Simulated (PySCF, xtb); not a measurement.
2-methylbut-1-ene (C₅H₁₀), SMILES C=C(C)CC. Other conformers were not sampled.

Harmonic wavenumbers (cm⁻¹) from GFN2-xTB (xtb) at its own minimum, in rising order: 25, 130, 204, 251, 388, 424, 526, 711, 815, 835, 895, 960, 996, 1031, 1055, 1087, 1101, 1238, 1285, 1326, 1399, 1409, 1425, 1478, 1483, 1493, 1504, 1506, 1733, 2963, 2986, 3002, 3017, 3032, 3036, 3041, 3047, 3100, 3121.

**Question.** What does PBE0-D3(BJ)/def2-SVP (PySCF) give at its own minimum? (The exact figures need the calculation; the answer reports its results.)

**Answer.** 64, 182, 226, 262, 402, 431, 540, 722, 786, 805, 921, 952, 986, 1026, 1050, 1095, 1106, 1262, 1301, 1351, 1390, 1396, 1421, 1443, 1455, 1463, 1471, 1481, 1749, 3040, 3045, 3056, 3110, 3121, 3152, 3153, 3157, 3164, 3256. Paired by order, the mean absolute difference is 38 cm⁻¹ and the zero-point energies are 84.4 and 85.8 kcal/mol.
